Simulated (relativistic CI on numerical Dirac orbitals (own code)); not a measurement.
Mn³⁺: 3d valence photoemission

Computed with this model: Dirac-Coulomb-Breit CI, KLI orbitals optimised for each configuration, model QED (radiative potential, 1s self-energy scaled to tabulated hydrogen-like ionisation energies), valence Slater integrals scaled by 0.9, multiplet model of photoemission in the sudden approximation; configurations [Ar] 3d4 → [Ar] 3d3; 80 K; Lorentzian 0.21 eV and Gaussian 0.5 eV FWHM. Energies are those of the free ion, without screening or charge transfer. The energies are binding energies and can lie tens of eV above those of solids. S is read from ⟨S²⟩ = S(S + 1).

Field parameters in Wybourne normalisation: Oh B⁴₀ = 21Dq, B⁴₄ = √(5/14) B⁴₀. The field is a parameter set, without covalency.

Computed curve for Oh, 10Dq = 25900 cm⁻¹, scaled to 100 at the maximum (points under 2 are left out and the grid is thinned):

Energy (eV), Intensity and a bar:
```
     47.2        2.2 
     47.4        3.5 
     47.7       10.8 ###
     47.9       29.4 ########
     48.1       63.8 ###################
     48.3       82.9 #########################
     48.6       41.6 ############
     48.8       16.1 ####
     49.0        6.7 #
     49.3        3.4 
     49.5        2.8 
     49.7        2.8 
     49.9        3.1 
     50.2        5.0 #
     50.4        9.2 ##
     50.6       22.6 ######
     50.9       75.3 ######################
     51.1      100.0 ##############################
     51.3       81.0 ########################
     51.5       45.4 #############
     51.8       18.9 #####
     52.0       22.3 ######
     52.2       39.7 ############
     52.4       51.7 ###############
     52.7       33.2 ##########
     52.9       20.7 ######
     53.1       12.6 ###
     53.4        4.5 #
     53.6        2.6 
     53.8        2.1 
     54.0        2.4 
     54.3        2.5 
     55.0        2.1 
     55.2        3.3 
     55.5        3.7 #
     55.7        2.5 
     56.0        2.0 
     56.2        3.2 
     56.5        3.8 #
     56.7        2.4
```

The ground state has S = 1.19, and the centroid lies at 50.72 eV.
